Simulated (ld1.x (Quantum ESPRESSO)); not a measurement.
What the settings do to the TM potential of Zr (Z = 40)

Base potential:

ld1.x (Quantum ESPRESSO) 7.5 input, shortened:

```
&input
   title='Zr', zed=40., rel=1, dft='PBE', iswitch=3,
   config='[Kr] 4d2 5s0 5p0'
 /
 &inputp
   pseudotype=2, tm=.true., lloc=-1, rcloc=1.30,
   nlcc=.true., new_core_ps=.true., rcore=1.45
 /
3
4S  1  0   2.00   0.00  1.55  1.55  0.0
4P  2  1   6.00   0.00  1.75  1.75  0.0
4D  3  2   2.00   0.00  1.55  1.55  0.0
 &test
   configts(1)='4s2 4p6 4d2 5s0 5p0'
 /
```

All-electron outer shells of the reference configuration (PBE, scalar-relativistic, ld1.x):

```json
{"shell": "3d", "level (eV)": "-189.26", "outermost node (bohr)": "–", "outermost maximum (bohr)": "0.35"}
{"shell": "4s", "level (eV)": "-68.99", "outermost node (bohr)": "0.55", "outermost maximum (bohr)": "1.08"}
{"shell": "4p", "level (eV)": "-46.92", "outermost node (bohr)": "0.56", "outermost maximum (bohr)": "1.17"}
{"shell": "4d", "level (eV)": "-17.30", "outermost node (bohr)": "0.58", "outermost maximum (bohr)": "1.57"}
{"shell": "5s", "level (eV)": "-16.04", "outermost node (bohr)": "1.45", "outermost maximum (bohr)": "2.85"}
{"shell": "5p", "level (eV)": "-11.67", "outermost node (bohr)": "1.66", "outermost maximum (bohr)": "3.44"}
```

Cutoffs, loose and tight: the cutoffs (Ry, on a coarse ladder) from which the occupation-weighted sum of valence levels, in a spherical-Bessel basis at the reference potential, stays within 10 and 1 mRy of its value at 400 Ry. They do not see the model core or the augmentation charge, which bear on the density cutoff. Test errors are all-electron minus pseudo excitation energies from the reference, over the configurations 4s2 4p6 4d2 5s2 5p0; 4s2 4p6 4d2 5s1 5p0; 4s2 4p6 4d1 5s0 5p0; 4s2 4p6 4d3 5s0 5p0; 4s2 4p6 4d0 5s0 5p0; 4s2 4p5 4d2 5s2 5p0; 4s2 4p6 4d2 5s0 5p1. A dash means not determined; rows that change the core or the reference have their own tests. The largest error is taken over the tests solved by every variant that gives reliable tests at all: 4s2 4p6 4d0 5s0 5p0; 4s2 4p6 4d1 5s0 5p0; 4s2 4p6 4d2 5s0 5p1; 4s2 4p6 4d3 5s0 5p0.

A true bound ghost makes a file unfit for plane-wave use even where its test errors are small: the radial tests pick states by their node count and pass the ghost by. Where a test does run into it, the solver fails or the error is huge.

On the changes marked as counting shells twice: ld1.x takes every shell without a wave as core, so the model core holds the marked electrons as well and exchange and correlation see them twice. This cancels in the reference configuration, but the file is broken for other ones, and its errors say nothing about a proper core correction.

| change | outcome | cutoff, loose | cutoff, tight | bound ghosts | largest test error (meV) |
| --- | --- | --- | --- | --- | --- |
| base | generated | 55 Ry | 90 Ry | none | +52 |
| functional PBEsol | generated | 55 Ry | 90 Ry | none | +53 |
| reference 4s2 4p6 4d2.5 5s1.5 5p0 (5s counted twice) | generated, misses its reference levels by 0.57 eV | 70 Ry | 100 Ry | none | -3235 |
| wave 4d (bound): rc 1.55 bohr becomes 4d (bound): rc 1.70 bohr | generated | 55 Ry | 90 Ry | none | +52 |
| local potential the s channel | generated | 55 Ry | 100 Ry | none | +127 |
| wave 4p (bound): rc 1.75 bohr becomes 4p (bound): rc 1.98 bohr | generated | 55 Ry | 80 Ry | none | +70 |
| core [Kr], valence charge 4; reference 4d2 5s2 5p0; waves now 5s (bound): rc 2.65 bohr; 5p (bound): rc 4.20 bohr; 4d (bound): rc 2.10 bohr; local potential all-electron potential smoothed inside 2.75 bohr (lloc = -2); core correction a·sin(br)/r model core inside 1.85 bohr | generated | 30 Ry | 35 Ry | none | -257 |
| core correction Bessel-smoothed model core inside 1.00 bohr | generated | 55 Ry | 90 Ry | none | +52 |
| local potential all-electron potential smoothed inside 1.02 bohr (lloc = -1) | generated | 40 Ry | 80 Ry | s | 7 of 7 tests not solved or not reliable |
| functional LDA (PZ) | generated | 55 Ry | 90 Ry | none | +56 |

Question: What comes out with this change to the base: all radii but the core radius scaled by about 0.85 (s 1.32, p 1.50, d 1.32 bohr); local potential all-electron potential smoothed inside 1.10 bohr (lloc = -1)?

Answer: outcome: generated; cutoff, loose: 80 Ry; cutoff, tight: 140 Ry; bound ghosts: s; largest test error (meV): +45.

Question: What comes out with this change to the base: wave 4s (bound): rc 1.55 bohr becomes 4s (bound): rc 1.84 bohr?

Answer: outcome: generated; cutoff, loose: 40 Ry; cutoff, tight: 70 Ry; bound ghosts: none; largest test error (meV): +52.

Question: What comes out with this change to the base: wave 4s (bound): rc 1.55 bohr becomes 4s (bound): rc 1.92 bohr?

Answer: outcome: generated; cutoff, loose: 40 Ry; cutoff, tight: 60 Ry; bound ghosts: none; largest test error (meV): +52.
